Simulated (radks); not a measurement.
The numbers below are computed, except where a source is named.
Q: Ionisation of the beryllium ion Be2+, [He], to Be3+, 1s1, under several functionals. Scalar-relativistic Kohn-Sham, spin-unpolarised, spherical densities, finite nucleus; a radial shooting solver on a logarithmic mesh with Libxc functionals. Known Delta-SCF values: PBE 158.78 eV. What does BP86 give, and what is its highest occupied eigenvalue?

A: 159.03 eV by Delta-SCF; the 1s eigenvalue is -132.51 eV. NIST: 153.90 eV (theoretical).

Beside tabulated values, note that spin-unpolarised runs miss the spin-polarisation part of the exchange energy of open shells.
